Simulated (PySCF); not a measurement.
Relaxed structures of BH3S2O, closed shell (PBE0-D4/def2-TZVP; forces vanish, vibrations not checked; lower isomers may exist, and structures with a doubtful reference or unclear bonds are left out; Å). Computed with PySCF 2.14 with density fitting (its default auxiliary sets; JK sets also for MP2 and CCSD(T)) (basis: def2-TZVPP); correlated methods freeze the cores.

(1) Rank them by CCSD(T) energy, lowest first, and give each one's height above the lowest. Links in brackets join atoms within 1.22 times the sum of their covalent radii (1.1 for two metals). (Judge from chemistry; the value comes from the calculation.)
A.
BH₃S₂O ([OH][S][BH][SH])
```
7
angstrom
O 0.3658 -2.1069 -0.0187
B -0.0078 0.5448 0.4241
S -0.4908 -0.8123 -0.6046
S -0.7297 2.1663 0.2134
H -1.5620 1.8911 -0.8085
H 0.8080 0.3973 1.2771
H 1.1899 -2.1589 -0.5147
```
B.
BH₃S₂O ([OH][B][SH][SH])
```
7
angstrom
O -1.3725 1.6916 -0.8661
B -1.2756 0.3859 -0.9834
S -0.1419 -0.8312 -0.2295
S 1.2221 -1.7116 1.4860
H -1.9130 2.1388 -1.5241
H -1.0243 -1.8298 -0.2254
H 2.2139 -1.9385 0.6100
```
C.
BH₃S₂O ([OH][BH][S][SH])
```
7
angstrom
O -0.8821 1.8362 -0.1359
B -0.2122 0.7341 0.2630
S -0.4724 -0.8564 -0.5834
S 0.7171 -2.1552 0.4825
H -1.4855 1.7132 -0.8744
H 0.5489 0.8113 1.1762
H 1.8055 -2.0784 -0.3041
```

T1 diagnostic: at most 0.020. The restricted Hartree–Fock reference is unstable towards an unrestricted one at one or more of these structures. A large double-excitation amplitude points to some diradical character; no triplet was computed.

## Answers

(1) By the calculation: C (0.00 kcal/mol), A (29.93 kcal/mol), B (67.90 kcal/mol). Heights count from the lowest.

For scale, one of the runs: CCSD(T)/def2-TZVPP, 188 basis functions, launched by `OMP_NUM_THREADS=2 python run.py`. Hardware: 2 CPU threads of an AMD EPYC 9B45, shared host. Wall time 2.5 min; peak host memory 2.1 GiB.
